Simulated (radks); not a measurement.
The promethium ion Pm3.75+, 57.25 electrons, occupied as [Kr] 4d10 4f(up 2.5, down 2.5) 5p6 5s(up 0.25, down 0) (fractional occupations, a model configuration). All-electron calculation, scalar-relativistic Kohn-Sham, r2SCAN, spin-polarised, spherical densities, finite nucleus; meta-GGA in the generalised Kohn-Sham scheme; Fermi nuclear charge, rms radius 4.962 fm. Program: a radial shooting solver on a logarithmic mesh with Libxc functionals.

Normalised radial functions P(r) = r R(r), r in bohr:

r,4d down,5s up,4f up
0.002495,0.0001,0.0798,0.0000
0.003275,0.0002,0.0964,0.0000
0.004333,0.0004,0.1149,0.0000
0.005688,0.0008,0.1327,0.0000
0.007526,0.0018,0.1480,0.0000
0.009958,0.0038,0.1558,0.0000
0.01307,0.0078,0.1499,0.0001
0.01729,0.0163,0.1221,0.0002
0.02288,0.0331,0.0651,0.0004
0.03004,0.0640,-0.0202,0.0012
0.03974,0.1211,-0.1273,0.0032
0.05258,0.2164,-0.2209,0.0081
0.06902,0.3542,-0.2466,0.0192
0.09132,0.5335,-0.1524,0.0442
0.1199,0.6976,0.0585,0.0933
0.1586,0.7550,0.2943,0.1856
0.2098,0.5679,0.3495,0.3348
0.2754,0.0864,0.0991,0.5335
0.3644,-0.6036,-0.3347,0.7624
0.4822,-1.1811,-0.5394,0.9520
0.6329,-1.3362,-0.2277,1.0245
0.8375,-1.0546,0.4351,0.9542
1.108,-0.5934,0.9351,0.7757
1.454,-0.2421,0.9564,0.5579
1.924,-0.0645,0.6136,0.3385
2.526,-0.0109,0.2541,0.1682
3.342,-0.0009,0.0589,0.0607
4.422,0.0000,0.0068,0.0145

4d down: eigenvalue -163.90 eV, 1 radial node at r = 0.286 bohr, <r> = 0.688 bohr, 90 % of the charge inside 1.03 bohr. 5s up: eigenvalue -80.146 eV, 4 radial nodes at r = 0.0284, 0.112, 0.294, 0.701 bohr, <r> = 1.41 bohr, 90 % of the charge inside 2.01 bohr. 4f up: eigenvalue -39.907 eV, 0 radial nodes, <r> = 0.947 bohr, 90 % of the charge inside 1.61 bohr.
